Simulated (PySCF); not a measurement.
Compound: amminetrifluoroboron, BF3H3N.
Bonds: N1–B2, B2–F3, B2–F4, B2–F5. Hydrogens: H6, H7, H8 on N1.

Linear response at PBE0/aug-cc-pVTZ (PySCF, frozen core in the response, non-relativistic). Isolated species at its PBE0-D3(BJ)/def2-TZVP geometry, gas phase.

Static isotropic polarisability: 27.80 au (4.12 Å³), principal values 26.9, 26.9, 29.6 au.

Question: What is the polarisability at 1064 nm and at the sodium D line?

Answer: 27.93 au at 1064 nm (+0.5 %), 28.23 au at 589.3 nm (+1.5 %). The rise at 589.3 nm is 3.33 times that at 1064 nm; a pure ω² law gives 3.26. The lowest singlet lies at 149 nm, shorter than both wavelengths.

Question: What is the isotropic C6 coefficient between two such molecules, C6 = (3/π)∫α(iω)² dω?

Answer: 447.4 au (Eh·bohr⁶) by a ten-point quadrature over imaginary frequencies, which is 267 eV·Å⁶ or 25.8 J·nm⁶/mol.

Question: Which effective excitation energy ω̄ makes London's formula C6 = (3/4)α²ω̄ exact here?

Answer: ω̄ = 4·C6/(3α²) = 0.772 Eh = 21.0 eV. A one-pole form α(ω) = α/(1 − ω²/ω̄²) fitted to the 1064 nm value gives 17.2 eV.

Question: What three-body coefficient follows from the one-pole estimate C9 = (3/4)·α·C6?

Answer: 9330 au. This is an estimate from the two numbers above, not a computed integral.

Question: What n − 1 at the D line would an ideal gas of it have at 273.15 K and 1 atm (2.6868 × 10¹⁹ cm⁻³), by n − 1 = 2π·N·α′?

Answer: 7.06 × 10⁻⁴, a formal value whether or not that pressure can be reached.

Question: What does −C6/R⁶ come to at R = 8 Å between centres?

Answer: -98 J/mol. This is the leading, orientation-averaged term; C8 and higher terms are left out.
